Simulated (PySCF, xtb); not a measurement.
F2HOS, SMILES FS(F)=[OH+], charge +1.

Harmonic wavenumbers (cm⁻¹) from GFN2-xTB (xtb) at its own minimum, in rising order: 245, 278, 325, 440, 610, 728, 774, 942, 3377.

What does B3LYP-D3(BJ)/def2-SVP run with PySCF give at its own minimum? (The exact figures need the calculation; the answer reports its results.)

308, 373, 475, 478, 875, 903, 947, 1096, 3538. Paired by order, the mean absolute difference is 142 cm⁻¹ and the zero-point energies are 11.0 and 12.9 kcal/mol.
